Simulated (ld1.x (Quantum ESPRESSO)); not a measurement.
**magnesium (Mg): excitation energies, all-electron against TM**

```
Element                 : Mg (Z = 12)
Generator               : ld1.x (Quantum ESPRESSO) 7.5
Type                    : norm-conserving Troullier–Martins (Kleinman–Bylander form)
Functional              : PW91
Relativity              : scalar-relativistic
Frozen core             : [Ne]
Valence charge          : 2
Reference configuration : 3s2 3p0
Partial waves           : 3s (bound): rc 2.25 bohr; 3p (bound, empty): rc 3.85 bohr
Local potential         : all-electron potential smoothed inside 1.70 bohr (lloc = -1)
Core correction         : none
```

Energies are relative to the spin-unpolarised reference configuration 3s2 3p0; without spin polarisation the order of configurations can differ from experiment. The frozen-core shift is the all-electron ΔE with the core orbitals held at their reference shape minus the fully relaxed ΔE.

```json
{"valence configuration": "3s1 3p0", "charge": "+1", "ΔE all-electron (eV)": "7.993", "error AE − PS (meV)": "+11", "frozen-core shift (meV)": "+5.5"}
{"valence configuration": "3s1.5 3p0", "charge": "+0.5", "ΔE all-electron (eV)": "3.161", "error AE − PS (meV)": "+1.5", "frozen-core shift (meV)": "+0.9"}
{"valence configuration": "3s1 3p1", "charge": "0", "ΔE all-electron (eV)": "3.493", "error AE − PS (meV)": "+10", "frozen-core shift (meV)": "+2.3"}
{"valence configuration": "3s0 3p1", "charge": "+1", "ΔE all-electron (eV)": "12.345", "error AE − PS (meV)": "+94", "frozen-core shift (meV)": "+17"}
```

(1) What are ΔE and the potential's error for 3s0 3p2?

Answers

(1) ΔE = 7.184 eV all-electron; the error (AE − PS) is +59 meV.

ld1.x printed “convergence not achieved” for 3 of the counted tests; their residual had stalled under 1e-8, short of the target of 1e-14.
